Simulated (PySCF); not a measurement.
## Solvent effects on NMR parameters

Bonds (- single, = double, # triple, : aromatic): O1-B2, B2-O3, B2-C4, C4=C5, C5-C6, C6=C7, C7-C8, C8-C9, C9-C10, C8-C4, C10-C8. O1 carries H11; O3 carries H12; C5 carries H13; C6 carries H14; C7 carries H15; C9 carries H16, H17; C10 carries H18, H19.

GIAO PBE0/pcSseg-1 in PySCF 2.14 on one PBE0-D3(BJ)/def2-SVP conformer, non-relativistic, equivalent nuclei averaged. Solvents enter as an IEF-PCM continuum (chloroform with ε = 4.7, dichloromethane with ε = 8.9) around the gas-phase geometry. Shifts are referred to BF3·OEt2, TMS computed in the same medium.

In chloroform, δ in ppm: B2 25.5, C7 160.3, C5 150.1, C4 149.2, C6 135.5, C8 45.6, C9/C10 19.6, H13 7.25, H15 6.86, H14 6.80, H11/H12 4.30, H16/H19 2.30, H17/H18 1.87. Dipole moment 0.47 D.

Q: How does each δ change in the more polar medium?

A: 
| atoms | environment | Δδ, dichloromethane |
| --- | --- | --- |
| B2 | boron bonded to C, 2 O | +0.1 |
| C7 | alkene CH | +0.4 |
| C5 | alkene CH | +0.5 |
| C4 | fully substituted alkene carbon | 0.0 |
| C6 | alkene CH | +0.2 |
| C8 | three-membered-ring carbon | +0.2 |
| C9/C10 | three-membered-ring carbon | +0.1 |
| H13 | hydrogen on an alkene CH | +0.06 |
| H15 | hydrogen on an alkene CH | +0.05 |
| H14 | hydrogen on an alkene CH | +0.03 |
| H11/H12 | hydrogen on an oxygen bonded to B | +0.11 |
| H16/H19 | hydrogen on a three-membered-ring carbon | -0.02 |
| H17/H18 | hydrogen on a three-membered-ring carbon | +0.04 |

Changes are relative to chloroform. The dipole moment becomes 0.51 D in dichloromethane.

Q: Which nuclei move most (in ppm), and what does the model miss?

A: C5 (alkene CH, +0.5 ppm) in dichloromethane. A continuum only polarises the solute; specific hydrogen bonds, the anisotropy of aromatic solvents and changes of geometry or conformer are outside it.
